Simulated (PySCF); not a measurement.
SMILES F[SiH2][CH2][GeH3] (CH7FGeSi) (PBE0/def2-SVP optimised geometry):

```
11

Si     0.783    -1.348     0.000
F      2.413    -1.348     0.000
C      0.156     0.403     0.000
Ge    -1.800     0.582     0.030
H      0.340    -2.074     1.224
H      0.339    -2.074    -1.224
H      0.530     0.925    -0.896
H      0.557     0.934     0.880
H     -2.371    -0.074     1.301
H     -2.413    -0.105    -1.204
H     -2.180     2.074     0.018
```

Method: PySCF with PBE0/def2-TZVP.

Q: What are the frontier orbital energies and the dipole moment?

A: HOMO-2 -9.44 eV, HOMO-1 -9.41 eV, HOMO -8.92 eV, LUMO 0.01 eV, LUMO+1 0.48 eV; dipole moment 1.50 D.

Meta-Löwdin charges at PBE0/def2-TZVP: Si1 0.95, F2 -0.51, C3 -0.68, Ge4 0.36, H5 -0.12, H6 -0.12, H7 0.14, H8 0.14, H9 -0.06, H10 -0.06, H11 -0.05.
